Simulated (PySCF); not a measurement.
A geometry optimisation on `[AlH2][CH2][PbH3]`.

Method: PBE0-D3(BJ)/def2-SVP geometry optimisation, gas phase, def2 core potentials past Kr (PySCF 2.14.0). Start geometry: GFN2-xTB. The input is one job of a driver script: a line of settings, then coordinates in Å.

Input:
```
{"job": {"xc": "PBE0", "basis": "def2-SVP", "d3": "d3bj", "grid": 1, "maxiter": 30, "shake": 0.01, "kind": "geom"}, "charge": 0, "multiplicity": 1}
Al     1.527360     0.404980     0.519630
C      0.513620    -0.866010    -0.634840
Pb    -1.368010     0.031190     0.428550
H      2.040410    -0.020260     1.899610
H      1.793940     1.841940    -0.029390
H      0.336720    -0.707440    -1.702150
H      0.486430    -1.936810    -0.433740
H     -2.268280    -0.969010     1.517170
H     -2.499020     0.986040    -0.466190
H     -0.512730     1.214460     1.509060
```

Output:
```
step   0  E = -477.24129279  max force = 0.017331
step   1  E = -477.24686552  max force = 0.004508
step   2  E = -477.24715286  max force = 0.002991
step   3  E = -477.24721284  max force = 0.001296
step   4  E = -477.24722822  max force = 0.000598
step   5  E = -477.24723219  max force = 0.000427
optimisation converged
```

Energies in Eh; «max force» is the largest Cartesian gradient component in Eh/bohr.

Question: Give the first gradient maximum in eV/Å.

Answer: With 1 Eh/bohr = 51.422 eV/Å, 0.891 eV/Å.

Summary of the converged run: final energy -477.24723 Eh after 5 steps; dipole 2.11 D.

Hardware: one thread, AMD EPYC 7R13 (x86_64), shared host with 64 logical CPUs at a one-minute load of 26. Cost: 21 s wall, 0.40 GiB resident at most.
Labels such as C1 count atoms from 1, the log's own numbers from 0.
